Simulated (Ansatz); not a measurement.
Basis-set extrapolation for BH$_{5}$O$_{2}$Si, SMILES `OB(O)[SiH3]` (PBE0-D4/def2-TZVP geometry, frozen core, Ansatz). Multiplicity 1, RHF reference.

```tsv
	def2-TZVPP	def2-QZVPP
HF	-466.437830	-466.455355
MP2 correlation	-0.705411	-0.760486
CCSD(T) correlation	-0.764904	not run
```

Energies in hartree. Use E(X) = E(∞) + A·exp(−7.88·√X) for Hartree–Fock and E(X) = E(∞) + B·X^(−2.97) for correlation, with X = 3 and 4, and add CCSD(T) minus MP2 of the smaller set to the MP2 limit.

**Question.** What is the CCSD(T) energy at the basis-set limit?

**Answer.** HF limit: -466.455355 + (-0.017525) × 0.13774 = -466.45777. MP2 limit: -0.760486 + (-0.055075) × 0.74074 = -0.80128. Higher-order term: -0.764904 − (-0.705411) = -0.05949. Total: -467.31854 hartree, 304.0 kJ/mol below CCSD(T)/def2-TZVPP.
